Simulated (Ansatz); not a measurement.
Members of the series B-XY, Y = H; each row names its spin state. Isolated molecules, 0 K electronic values unless said otherwise. One relaxed conformer stands for each flexible species; it need not be the lowest. Strings in code marks are SMILES.

Quantity: adiabatic spin-state energy, in kcal/mol. The DFT solution of `[BH-]F`, `[BH-][AlH2]`, `[BH-][SiH3]`, `[BH-]Cl` and `[BH2-]` is unstable or spin-contaminated; the geometry comes from it. HF references are unrestricted for open shells and restricted for singlets. The restricted reference of `[BH2-]`, `[BH-]F`, `[BH-]Cl`, `[BH-]N`, `[BH-][SiH3]`, `[BH-]S` and `[BH-][AlH2]` is unstable towards unrestricted orbitals.

Level 1: frozen-core CCSD(T)/aug-cc-pVTZ // PBE0-D3(BJ)/def2-TZVPD (Ansatz, an electronic-structure program)
Level 2: frozen-core CCSD(T)/aug-cc-pVDZ // PBE0-D3(BJ)/def2-TZVPD (Ansatz)
Level 3: LDA/aug-cc-pVTZ // PBE0-D3(BJ)/def2-TZVPD (Ansatz)
Level 4: PBE/aug-cc-pVTZ // PBE0-D3(BJ)/def2-TZVPD (Ansatz)

```tsv
species	level 1	level 2	level 3	level 4
`[BH-]F`: multiplicity 3 minus multiplicity 1	15.4	14.7	10.7	7.72
`[BH-][AlH2]`: multiplicity 3 minus multiplicity 1	1.08	0.45	0.88	-2.50
`[BH-]B`: multiplicity 3 minus multiplicity 1	18.0	15.5	22.1	16.6
`[BH-][SiH3]`: multiplicity 3 minus multiplicity 1	-5.99	-5.42	-7.35	-9.53
`[BH-]S`: multiplicity 3 minus multiplicity 1	15.2	14.9	16.3	13.0
`[BH-]Cl`: multiplicity 3 minus multiplicity 1	12.0	12.0	7.80	5.70
`[BH2-]`: multiplicity 3 minus multiplicity 1	-0.56	-0.82	-4.16	-6.26
`[BH-]N`: multiplicity 3 minus multiplicity 1	27.3	26.7	25.1	21.7
```
